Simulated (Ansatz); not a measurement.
`[O]=[Mo]([Cl])([Cl])([Cl])[Cl]` + CH₃OH → `C[O][Mo](=[O])([Cl])([Cl])[Cl]` + HCl at 600 K and 1 bar (ligand exchange at a Mo–Cl bond).

Calculated with Ansatz (gas phase, PBE0-D4/def2-TZVP geometries, no zero-point term in ΔE). CCSD(T)/CBS adds triple-zeta CCSD(T) − MP2 to the extrapolated MP2 energy (def2 sets, frozen cores). This one scheme is used for every species. Elements past krypton have def2 core potentials. For Mo outer-core shells are correlated without core-valence functions, which leaves a few kJ/mol of doubt a bond. Each species was taken in one conformer, which may not be the lowest.

| species | CCSD(T)/CBS energy (Eh) | H − E (kJ/mol) | S (J/(mol·K)) |
| --- | --- | --- | --- |
| `[O]=[Mo]([Cl])([Cl])([Cl])[Cl]` | -1982.60229 | 84.5 | 469.4 |
| CH₃OH | -115.61712 | 163.6 | 277.3 |
| `C[O][Mo](=[O])([Cl])([Cl])[Cl]` | -1637.85044 | 207.0 | 536.5 |
| HCl | -460.38127 | 35.4 | 207.2 |

H − E and S are ideal-gas, rigid-rotor, harmonic terms from PBE0-D4/def2-TZVP, for one conformer and one mirror image of each species. 1 Eh = 2625.50 kJ/mol, R = 8.31446 J/(mol·K).

**Question.** By hand: ΔE, ΔH, ΔS and ΔG.

**Answer.** ΔE = (-1637.85044) + (-460.38127) − (-1982.60229) − (-115.61712) = -0.01230 Eh = -32.3 kJ/mol. Δ(H − E) = 207.0 + 35.4 − 84.5 − 163.6 = -5.7, so ΔH = -38.0 kJ/mol. ΔS = 536.5 + 207.2 − 469.4 − 277.3 = -3.0 J/(mol·K). ΔG = -38.0 − 600 × (-3.0)/1000 = -36.2 kJ/mol.

**Question.** By hand: the equilibrium constant, and the temperature at which ΔG would vanish if ΔH and ΔS stayed fixed.

**Answer.** log₁₀ K = −ΔG/(RT ln 10) = 3.2. ΔG = 0 at ΔH/ΔS = 12667 K, far beyond where these terms or the molecules hold.

The number of gas molecules stays the same, so ΔS is small and ΔH decides. A doubt of 5 kJ/mol in ΔE shifts log₁₀ K by 0.4 here. Other conformers and mirror images would add mixing entropy, several J/(mol·K) or more a flexible species. Modes under 60 cm⁻¹, often nearly free rotors, make the harmonic entropy too high. These are equilibria of isolated gas molecules and say nothing of rates. Largest T1 diagnostic: 0.025 (customary marks: 0.02 for closed shells, 0.045 for open ones).
